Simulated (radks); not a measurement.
Values are calculated unless marked as measured or tabulated.
Problem. The germanium ion Ge3+, [Ar] 3d10 4s1. Code: a radial shooting solver on a logarithmic mesh with Libxc functionals. Model: non-relativistic Kohn-Sham, exchange-only PBE, spin-polarised, spherical densities, point nucleus. Every spin shell is full or empty, so the densities are truly spherical. Functionals are evaluated on that one density, not self-consistently. Rank these exchange functionals by their error against the exact value of the orbitals, and give that value: LDA, PBE, RPBE, PW91, PW86, WC, SOGGA, G96, EV93, TPSS, revTPSS, r2SCAN, MS2, Tao-Mo, TASK.

Solution. Exact: -76.5739 hartree. From best to worst, with 100 (|E| - |E exact|)/|E exact| (equal figures are ties): RPBE +0.02, r2SCAN +0.08, TPSS +0.10, PW91 +0.16, PW86 +0.25, MS2 -0.27, PBE -0.28, EV93 +0.30, G96 +0.46, Tao-Mo -0.49, revTPSS -0.63, WC -0.89, TASK -2.43, SOGGA -2.52, LDA -5.71.
